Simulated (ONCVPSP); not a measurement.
**Before and after: ONCV potential for Co**

```json
{"Element": "cobalt (Co)", "Generator": "ONCVPSP 4.0.1", "Type": "optimised norm-conserving Vanderbilt (ONCV)", "Functional": "LDA (Perdew-Wang 92)", "Relativity": "scalar-relativistic", "Frozen core": "[Ar]", "Valence charge": "9", "Reference configuration": "3d7 4s1.5 (charge +0.5)", "Partial waves": "4s: rc 2.45 bohr, ncon 4, nbas 9, qcut 3.1 1/bohr, 2 projectors, debl 3.8 Ha; p scattering state at 0.11 Ha: rc 2.40 bohr, ncon 3, nbas 8, qcut 4.1 1/bohr, 1 projector; 3d: rc 1.00 bohr, ncon 3, nbas 8, qcut 14.5 1/bohr, local", "Local potential": "the d channel", "Core correction": "Teter function fitted to the true core (icmod 2), fcfact 0.45"}
```

In the p channel the program set the typed energies aside and used 0.050 Ha.

Change: all radii but the core radius scaled by about 0.78 (s 1.92, p 1.88, d 0.78 bohr).

Cutoffs: the cutoffs (Ha) at which the residual kinetic energy of the hardest occupied pseudo-wave falls to 1 and 0.1 mHa per electron; they do not see the model core or the augmentation charge, which bear on the density cutoff. Errors are all-electron minus pseudo energies relative to the spin-unpolarised reference configuration.

Question: How do hardness, ghosts and transferability respond?

Answer: The potential gets harder (83 Ha and 93 Ha → 101 Ha and 379 Ha); both files keep a bound ghost (p, s); of the 4 tests that both files solve, the error grows in 0 and shrinks in 2 by more than 15 % and 0.3 meV (median size 12.5 → 10.2 meV). A smaller radius makes the pseudo-wave follow the all-electron one further in, where it bends more sharply, so more plane waves are needed.

```tsv
quantity	base	changed
cutoff, loose	83 Ha	101 Ha
cutoff, tight	93 Ha	379 Ha
loose cutoff by channel	s 4.1 Ha, d 83 Ha	s 5.0 Ha, d 101 Ha
bound ghosts	s, p	s, p
GHOST(+) flags under 300 eV	s at 121.2 eV	s at 129.6 eV
error for 3d7 4s2, meV [ΔE -3.72 eV]	-0.5	-0.6
error for 3d7 4s1, meV [ΔE 5.57 eV]	-2.0	-1.9
error for 3d7 4s0, meV [ΔE 22.65 eV]	-23	-18
error for 3d5 4s0, meV [ΔE 114.50 eV]	-1091	-914
rms error of d²Exc/dni dnj with the model core, mHa	5.22	5.29
```

 A true bound ghost makes a file unfit for plane-wave use even where its test errors are small: the radial tests pick states by their node count and pass the ghost by.
